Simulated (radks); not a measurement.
Xe2+, configuration [Kr] 4d10 5p4 6s2 (not the ground configuration). All-electron calculation, scalar-relativistic Kohn-Sham, exchange-only PBE, spin-unpolarised, spherical densities, point nucleus. Program: a radial shooting solver on a logarithmic mesh with Libxc functionals. Some entries of the table are withheld. Estimate them.

orbital,occ.,eigenvalue (eV),<r^2> (bohr^2)
1s,2,-34408.40,(1)
2s,2,-5382.908,(2)
2p,6,-4833.443,0.01228
3s,2,-1126.971,(3)
3p,6,-949.5528,0.1074
3d,10,-686.5052,(4)
4s,2,-229.8095,0.5787
4p,6,-173.5608,0.6633
4d,10,(5),0.8795
5p,4,-33.3621,(6)
6s,2,-14.2258,16.59

Answer. 
(1) 1s <r^2> (bohr^2): 0.0009637
(2) 2s <r^2> (bohr^2): 0.01549
(3) 3s <r^2> (bohr^2): 0.1073
(4) 3d <r^2> (bohr^2): 0.09326
(5) 4d eigenvalue (eV): -91.4479
(6) 5p <r^2> (bohr^2): 4.366
